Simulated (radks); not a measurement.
Results of a calculation; reference values are marked as such.
The tungsten ion W+, configuration [Xe] 4f14 5d4 6s1 (the NIST ground configuration).

Code: a radial shooting solver on a logarithmic mesh with Libxc functionals. Model: Dirac Kohn-Sham, BLYP, spin-unpolarised, spherical densities, finite nucleus; open shells fill j = l - 1/2 first; Fermi nuclear charge, rms radius 5.3658 fm.

Energy parts (eV):
total: -439845.59
kinetic: 495342.05
electron-nucleus: -1097948.44
Hartree: 171627.25
exchange-correlation: -8866.45

Orbitals (lengths in bohr, moments of r in powers of bohr; <r^-3> diverges for s and p1/2; r(max) is where P^2 peaks):
| orbital | occ. | eigenvalue (eV) | r(max) | <r^-3> |
|---|---|---|---|---|
| 1s1/2 | 2 | -69385.70 | 0.01146 | - |
| 2s1/2 | 2 | -11973.99 | 0.06587 | - |
| 2p1/2 | 2 | -11453.85 | 0.04896 | - |
| 2p3/2 | 4 | -10100.75 | 0.05579 | 16330 |
| 3s1/2 | 2 | -2762.516 | 0.1855 | - |
| 3p1/2 | 2 | -2530.193 | 0.1737 | - |
| 3p3/2 | 4 | -2237.631 | 0.1877 | 3693 |
| 3d3/2 | 4 | -1845.289 | 0.1470 | 638.6 |
| 3d5/2 | 6 | -1781.657 | 0.1509 | 543.1 |
| 4s1/2 | 2 | -574.9817 | 0.4211 | - |
| 4p1/2 | 2 | -478.5375 | 0.4208 | - |
| 4p3/2 | 4 | -410.6903 | 0.4503 | 856.9 |
| 4d3/2 | 4 | -252.0374 | 0.4470 | 129.8 |
| 4d5/2 | 6 | -239.5372 | 0.4564 | 108.1 |
| 5s1/2 | 2 | -85.7098 | 0.9634 | - |
| 5p1/2 | 2 | -57.1738 | 1.034 | - |
| 5p3/2 | 4 | -47.3681 | 1.118 | 121.2 |
| 4f5/2 | 6 | -41.0904 | 0.4260 | 19.62 |
| 4f7/2 | 8 | -38.8530 | 0.4310 | 18.68 |
| 6s1/2 | 1 | -12.0429 | 2.578 | - |
| 5d3/2 | 4 | -11.8062 | 1.469 | 8.215 |
| 5d5/2 | 0 | -11.0466 | 1.518 | 6.550 |

The highest occupied level is 5d3/2 at -11.806 eV. For comparison, the ionisation energy in NIST's Atomic Spectra Database is 16.4 eV (semi-empirical). In exact Kohn-Sham theory the highest level is minus the ionisation energy, but local and semilocal functionals leave it too shallow, through self-interaction and a potential that decays too fast; potentials with the right tail come closer. The electron density at the nucleus is 1.425e+06 e/bohr^3. Summed over all electrons, <r^2> = 53.82 bohr^2, which gives a Langevin (diamagnetic) susceptibility term of -42.6 x 10^-6 cm^3/mol.

Beside tabulated values, note that spin-unpolarised runs miss the spin-polarisation part of the exchange energy of open shells.
